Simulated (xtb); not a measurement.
Cl4Te, charge +1, quartet, at a GFN2-xTB geometry of the parent state (a state made from the parent by changing its charge; the spin is typed, not shown lowest); GFN1-xTB (xtb 6.7.1).

Input for xtb:
```
$ xtb mol.xyz --gfn 1 --chrg 1 --uhf 3 --json

# file mol.xyz
5

Te    -0.00000000     0.00000000    -0.00000000
Cl     1.50529057    -1.91103356    -0.16539007
Cl     1.91460967     1.50159192     0.15746220
Cl    -1.50510087     1.91713111    -0.06769397
Cl    -1.91479936    -1.50768947     0.07562184
```

Output, abridged:

```
   ID    Z sym.   atoms
    1   52 Te     1
    2   17 Cl     2-5

           -------------------------------------------------
          |                Calculation Setup                |
           -------------------------------------------------

           -------------------------------------------------
          |                 G F N 1 - x T B                 |
           -------------------------------------------------

          ...................................................
          :                      SETUP                      :
          :.................................................:
          :  # basis functions                  50          :
          :  # atomic orbitals                  45          :
          :  # shells                           15          :
          :  # electrons                        33          :
          :  # halogen bonds                     0          :
          :  max. iterations                   250          :
          :  Hamiltonian                  GFN1-xTB          :
          :  restarted?                      false          :
          :  GBSA solvation                  false          :
          :  PC potential                    false          :
          :  electronic temp.          300.0000000     K    :
          :  accuracy                    1.0000000          :
          :  -> integral cutoff          0.2500000E+02      :
          :  -> integral neglect         0.1000000E-07      :
          :  -> SCF convergence          0.1000000E-05 Eh   :
          :  -> wf. convergence          0.2000000E-04 e    :
          :  Broyden damping             0.4000000          :
          :  net charge                          1          :
          :  unpaired electrons                  3          :
          ...................................................

 iter      E             dE          RMSdq      gap      omega  full diag
   1    -19.9867503 -0.199868E+02  0.632E+00    4.28       0.0  T
   2    -19.9976498 -0.108995E-01  0.735E+00    4.04       1.0  T
   3    -20.1931563 -0.195507E+00  0.328E+00    4.50       1.0  T
   4    -20.1906987  0.245769E-02  0.219E+00    4.64       1.0  T
   5    -20.2160424 -0.253438E-01  0.553E-01    4.59       1.0  T
   6    -20.2176151 -0.157264E-02  0.490E-02    4.61       1.0  T
   7    -20.2176243 -0.918668E-05  0.151E-02    4.61       3.0  T
   8    -20.2176249 -0.593131E-06  0.969E-03    4.61       4.6  T
   9    -20.2176251 -0.267496E-06  0.653E-04    4.61      68.5  T
  10    -20.2176251  0.310481E-08  0.911E-04    4.61      49.1  T
  11    -20.2176251 -0.305931E-08  0.488E-04    4.61      91.6  T
  12    -20.2176251 -0.123284E-08  0.448E-05    4.61     997.3  T
  13    -20.2176251 -0.404654E-11  0.321E-05    4.61    1393.0  T

   *** convergence criteria satisfied after 13 iterations ***

         :::::::::::::::::::::::::::::::::::::::::::::::::::::
         ::                     SUMMARY                     ::
         :::::::::::::::::::::::::::::::::::::::::::::::::::::
         :: total energy             -20.214215011962 Eh    ::
         :: gradient norm              0.011033476670 Eh/a0 ::
         :: HOMO-LUMO gap              4.609058587597 eV    ::
         ::.................................................::
         :: SCC energy               -20.217625128069 Eh    ::
         :: -> electrostatic           0.111439325282 Eh    ::
         :: repulsion energy           0.006905867952 Eh    ::
         :: dispersion energy         -0.003495751846 Eh    ::
         :: halogen bond corr.         0.000000000000 Eh    ::
         :: add. restraining           0.000000000000 Eh    ::
         :: total charge               1.000000000003 e     ::
         :::::::::::::::::::::::::::::::::::::::::::::::::::::

           -------------------------------------------------
          |                Property Printout                |
           -------------------------------------------------

    * Orbital Energies and Occupations

         #    Occupation            Energy/Eh            Energy/eV
      -------------------------------------------------------------
         1        2.0000           -1.4061235             -38.2626
       ...           ...                  ...                  ...
         6        2.0000           -0.7347148             -19.9926
         7        2.0000           -0.7347148             -19.9926
         8        2.0000           -0.6921064             -18.8332
         9        2.0000           -0.6669521             -18.1487
        10        2.0000           -0.6559213             -17.8485
        11        2.0000           -0.6559213             -17.8485
        12        1.9978           -0.6510376             -17.7156
        13        1.9933           -0.6499863             -17.6870
        14        1.9621           -0.6483070             -17.6413
        15        1.9621           -0.6483070             -17.6413
        16        1.0846           -0.6429715             -17.4961
        17        1.0000           -0.6131178             -16.6838
        18        1.0000           -0.5928548             -16.1324 (HOMO)
        19                         -0.4234750             -11.5233 (LUMO)
        20                         -0.4234750             -11.5233
        21                         -0.2538535              -6.9077
        22                         -0.2538535              -6.9077
        23                         -0.2522851              -6.8650
        24                         -0.2484041              -6.7594
        25                         -0.2479864              -6.7481
        26                         -0.2477962              -6.7429
        27                         -0.2477962              -6.7429
        28                         -0.2462663              -6.7012
        29                         -0.2462663              -6.7012
       ...                                ...                  ...
        45                          0.6198305              16.8664
      -------------------------------------------------------------
                  HL-Gap            0.1693798 Eh            4.6091 eV
             Fermi-level           -0.5766992 Eh          -15.6928 eV

  Mulliken/CM5 charges         n(s)   n(p)   n(d)
     1Te    0.28245  0.33752   2.008  3.164  0.546
     2Cl    0.17939  0.16562   1.965  4.857 -0.001
     3Cl    0.17939  0.16562   1.965  4.857 -0.001
     4Cl    0.17939  0.16562   1.965  4.857 -0.001
     5Cl    0.17939  0.16562   1.965  4.857 -0.001

Wiberg/Mayer (AO) data.
largest (>0.10) Wiberg bond orders for each atom

 ---------------------------------------------------------------------------
     #   Z sym  total        # sym  WBO       # sym  WBO       # sym  WBO
 ---------------------------------------------------------------------------
     1  52 Te   3.469 --     5 Cl   0.867     2 Cl   0.867     4 Cl   0.867
                             3 Cl   0.867
     2  17 Cl   1.531 --     1 Te   0.867     5 Cl   0.235     3 Cl   0.235
                             4 Cl   0.194
     3  17 Cl   1.531 --     1 Te   0.867     2 Cl   0.235     4 Cl   0.235
                             5 Cl   0.194
     4  17 Cl   1.531 --     1 Te   0.867     5 Cl   0.235     3 Cl   0.235
                             2 Cl   0.194
     5  17 Cl   1.531 --     1 Te   0.867     2 Cl   0.235     4 Cl   0.235
                             3 Cl   0.194
 ---------------------------------------------------------------------------

Topologies differ in total number of bonds
Writing topology from bond orders to xtbtopo.mol

 dipole moment from electron density (au)
     X       Y       Z
  -0.0000  -0.0000  -0.0000  total (Debye):    0.000

           -------------------------------------------------
          | TOTAL ENERGY              -20.214215011962 Eh   |
          | GRADIENT NORM               0.011033476670 Eh/α |
          | HOMO-LUMO GAP               4.609058587597 eV   |
           -------------------------------------------------

normal termination of xtb
```
